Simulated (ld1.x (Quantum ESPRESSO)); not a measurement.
Transferability test, RRKJ potential for Yb

ld1.x (Quantum ESPRESSO) 7.5 input, shortened:

```
&input
   title='Yb', zed=70., rel=1, dft='PBE', iswitch=3,
   config='[Xe] 4f13 5d1 6s1.75 6p0'
 /
 &inputp
   pseudotype=2, tm=.false., lloc=0,
   nlcc=.true., rcore=2.60
 /
3
6P  2  1   0.00   0.00  3.35  3.35  0.0
5D  3  2   1.00   0.00  2.55  2.55  0.0
6S  1  0   1.75   0.00  3.25  3.25  0.0
 &test
   configts(1)='5d1 6s1.75 6p0'
 /
```

Energies are relative to the spin-unpolarised reference configuration 5d1 6s1.75 6p0; without spin polarisation the order of configurations can differ from experiment. The frozen-core shift is the all-electron ΔE with the core orbitals held at their reference shape minus the fully relaxed ΔE.

```tsv
valence configuration	charge	ΔE all-electron (eV)	error AE − PS (meV)	frozen-core shift (meV)
5d1 6s2 6p0	0	-1.304	+0.5	-0.3
5d1 6s1 6p0	+1	5.951	-3.6	+5.9
5d1 6s0 6p0	+2	19.057	-17	+52
5d2 6s1 6p0	0	1.518	-11	+22
5d0 6s2 6p1	0	-0.226	-30	+68
5d1.5 6s1.5 6p0	0	0.082	-3.7	+7.1
5d1 6s0 6p2	0	5.549	-24	+16
```

Levels in the configuration 5d1 6s0 6p2:

```tsv
level	all-electron (eV)	pseudo (eV)
5d	-3.944	-4.036
6p	-2.507	-2.498
```

A variational frozen-core shift is positive and of second order in the change. This column holds negative values, so the frozen-core run of ld1.x carries numerical noise or an error of first order here, and the column gives no more than the rough size of the effect.
